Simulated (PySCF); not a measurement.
Si(F)3(OH), SMILES [Si](O)(F)(F)F, PBE0/def2-SVP optimised geometry.

```
6

O     -1.11    -1.18    -1.25
Si    -0.49    -0.35     0.00
F     -0.94     1.18     0.00
F     -1.01    -1.03     1.34
F      1.11    -0.35     0.00
H     -0.85    -0.95    -2.15
```

Density from PySCF with PBE0/def2-TZVP at that geometry.

Minimum of the electron density along straight lines between bonded atoms, close to the bond critical point (lines longer than 1.1 times the sum of covalent radii, or with two minima, are not listed):

```tsv
bond	length / Å	ρ at the minimum / e bohr⁻³	∇²ρ there / e bohr⁻⁵	position (fraction from the first atom)
O1–Si2	1.618	0.151	___	0.59
Si2–F3	1.597	0.142	0.98	0.42
Si2–F4	1.590	0.145	1.02	0.42
Si2–F5	1.597	0.142	0.98	0.42
O1–H6	0.961	0.352	___	0.81
```

Question: What belongs in the gaps?

Answer: 
- O1–Si2, ∇²ρ there / e bohr⁻⁵: 0.91
- O1–H6, ∇²ρ there / e bohr⁻⁵: -2.45
